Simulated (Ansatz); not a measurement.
Program: Ansatz. Geometries: PBE0-D4/def2-TZVP. ΔE: electronic, gas phase. CCSD(T)/CBS adds triple-zeta CCSD(T) − MP2 to the extrapolated MP2 energy (def2 sets, frozen cores). Functionals use def2-TZVPP. Each species was taken in one conformer, which may not be the lowest.

`[SiH3]C#CS[SiH3]` + `OP[SiH3]` → `OP([SiH3])[SiH3]` + `C#CS[SiH3]`  (ligand exchange at the Si–C bond)

```tsv
level	ΔE (kJ/mol)
ωB97X-V	22.4
MP2/CBS(def2)	26.9
```

(1) What does CCSD(T)/CBS give? (Estimate.)

Largest T1 diagnostic among the species: 0.014.

Answers

(1) Computed: +23.6 kJ/mol. The listed levels differ from it by -1.2, 3.3 kJ/mol.

The D4 term adds −6.7 kJ/mol with B3LYP and −3.4 kJ/mol with PBE0; it sums over pairs of atoms, weighted by their polarisabilities, and B3LYP, whose exchange is more repulsive, gets the larger term. In def2-TZVPP, CCSD(T) changes the Hartree–Fock value by −12.4 kJ/mol (the triples alone add −1.5 kJ/mol) and MP2 by −9.0 kJ/mol.

B3LYP here is the variant with VWN-RPA as its local correlation; programs differ in this.
